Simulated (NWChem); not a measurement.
CH₇BGe; SMILES C[BH][GeH3]

Program: NWChem. Pople sets run with spherical d functions. Structure relaxed at the B3LYP/6-31G* (spherical d) level. Ions are spin-unrestricted doublets at the neutral geometry. Hybrids' shares of exact exchange are those that their runs print; pure functionals count as 0. The functionals differ in more than this share.

```
row                  share of exact exchange  ΔSCF ionisation energy minus −ε(HOMO) (eV)
-------------------  -----------------------  ------------------------------------------
PBE/6-31G*                              0.00                                        3.13
B3LYP/6-31G*                            0.20                                        2.38
M06-2X/6-31G*                           0.54                                        1.15
Hartree-Fock/6-31G*                     1.00                                    withheld
```

Problem. Fit a straight line of the last column on the one before it, predict the withheld value, and compare with the run.

Solution. 
1. Means of the 3 shown rows: x = 0.247, y = 2.220. Slope Σ(x − x̄)(y − ȳ)/Σ(x − x̄)² = -0.5458/0.1491 = -3.661; intercept 3.123.
2. The shown rows scatter about the line by 0.008 (root mean square); the largest residual is -0.01, at B3LYP/6-31G*.
3. At x = 1.00 (Hartree-Fock/6-31G*; beyond the shown range) the line gives -0.54.
4. The run gives -1.19, -0.65 from the line. The line crosses zero at a share of 0.85.
